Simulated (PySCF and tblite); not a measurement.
C₇H₇FO, numbered as in [CH3:1][O:2][c:3]1[cH:4][cH:5][cH:6][c:7]([F:8])[cH:9]1.

Search: ETKDG and KDG, MMFF94s, GFN2-xTB, 90 starts; geometries at PBE0-D3(BJ)/def2-SVP. Weights use PBE0-D3(BJ)/def2-SVPD (IEF-PCM, chloroform) energies plus GFN2-xTB zero-point and thermal terms (modes under about 100 cm⁻¹ blended into free rotors). Symmetry numbers and mirror images are counted. Conformers within 3 kcal/mol (GFN2-xTB free energy) were kept, 8 at most. Couplings: B3LYP/pcSseg-1 with pcJ-1 on H, F (gas phase; spin-dipole term only for pairs with B, N, F, Si or P). Couplings are for ¹⁹F, ¹H. Codes: tblite and PySCF.

Torsions listed: C1–O2–C3–C4.

```tsv
conformer	shape	weight %
1	-179°	54.6
2	0°	45.4
```

Give the couplings in each conformer and the averages at 298.15 K (pairs that fast motion interchanges averaged).


| coupling | pairs | 1 | 2 | average (Hz) |
| --- | --- | --- | --- | --- |
| ⁵J(H4,F8) | 1 | -1.1 | -0.7 | -0.9 |
| ⁴J(H5,F8) | 1 | 6.0 | 5.9 | 6.0 |
| ³J(H6,F8) | 1 | 8.6 | 8.5 | 8.5 |
| ³J(F8,H9) | 1 | 11.6 | 11.0 | 11.3 |
| ²J(H1,H1) | 3 | -11.7 | -11.7 | -11.7 |
| ³J(H4,H5) | 1 | 9.3 | 9.3 | 9.3 |
| ⁴J(H4,H9) | 1 | 2.1 | 2.1 | 2.1 |
| ³J(H5,H6) | 1 | 9.1 | 9.3 | 9.2 |
| ⁴J(H6,H9) | 1 | 2.0 | 2.2 | 2.1 |

Only couplings over up to 5 bonds are listed; longer-range ones, if any, are left out.

Computed couplings to fluorine can be off by tens of per cent at such levels.
